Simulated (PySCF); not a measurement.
Screening by computed properties: pick the candidate that meets the target.

Species are written as SMILES; each is one conformer at its optimised geometry, gas phase, non-relativistic unless stated. Electronic properties by PySCF.

Dipoles, sizes and rotational constants follow the conformer. The torsions of the flexible species, by atom-mapped SMILES:
- `[CH3:1][c:2]1[cH:3][cH:4][n:5][n:6]1[CH:7]1[CH2:8][CH2:9]1`: N5–N6–C7–C8 53°
- `[CH3:1][C:2]([CH3:3])([CH3:4])[P@@:5]1(=[O:6])[CH:7]=[C:8]1[F:9]`: C1–C2–P5–O6 58°
- `[CH3:1][C:2]([CH3:3])=[C:4]([C:5]#[C:6][CH2:7][F:8])[CH2:9][Cl:10]`: C2–C4–C9–Cl10 79°
- `[CH2:1]=[N:2][SiH2:3][C:4](=[O:5])[O:6][CH:7]([CH3:8])[CH3:9]`: C1–N2–Si3–C4 103°, N2–Si3–C4–O5 -64°, Si3–C4–O6–C7 180°, C4–O6–C7–C8 -147°
- `[CH3:1][C:2]([CH3:3])([CH3:4])[CH:5]([C:6]#[N:7])[C:8]#[N:9]`: C1–C2–C5–C6 60°

(1) Wanted: HOMO–LUMO gap above 7.4 eV (PBE0/pcSseg-1) and smallest rotational constant above 0.5 GHz (GFN2-xTB), at GFN2-xTB geometries. Which candidate meets both?
A. `CC1=CC=NN1C1CC1`
B. `CC(C)=C(C#CCF)CCl`
C. `C=N[SiH2]C(=O)OC(C)C`
D. `CC(C)(C)[P@@]1(=O)C=C1F`

(2) Wanted: dipole moment below 2.4 D (PBE0/pcSseg-1) and HOMO energy above -9 eV (PBE0/pcSseg-1), at GFN2-xTB geometries. Which candidate meets both?
A. `CC(C)(C)C(C#N)C#N`
B. `CC(C)(C)[P@@]1(=O)C=C1F`
C. `Cc1ccnn1C1CC1`
D. `FCC#CC(=C(C)C)CCl`

Results:

(1) D. Computed values:
```
                species  HOMO–LUMO gap  smallest rotational constant
      CC(C)=C(C#CCF)CCl        5.63 eV                     0.431 GHz
   C=N[SiH2]C(=O)OC(C)C        5.97 eV                     0.613 GHz
        CC1=CC=NN1C1CC1        7.33 eV                     1.058 GHz
CC(C)(C)[P@@]1(=O)C=C1F        7.44 eV                     0.930 GHz
```

(2) D. Computed values:
```csv
species,dipole moment,HOMO energy
FCC#CC(=C(C)C)CCl,2.17 D,-6.84 eV
Cc1ccnn1C1CC1,2.54 D,-6.70 eV
CC(C)(C)[P@@]1(=O)C=C1F,3.94 D,-7.83 eV
CC(C)(C)C(C#N)C#N,4.75 D,-9.63 eV
```
